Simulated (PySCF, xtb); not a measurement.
C2H4N2OSi, SMILES O[SiH]1N=CC=N1.

xtb with GFN2-xTB at its own geometry gives an orbital gap of 1.75 eV and a dipole moment of 2.03 D.

The structure is a stationary point at B3LYP-D3(BJ)/def2-SVP. The structure was generated by enumeration, and PubChem lists no compound with its InChIKey, so it may never have been made. One conformer was computed; it need not be the lowest.

Task: What does PBE/def2-TZVP in PySCF give? (Estimate from the structure and the level; the computed values follow.)

Result: gap 2.76 eV (levels -6.26 and -3.50 eV), dipole 2.13 D.
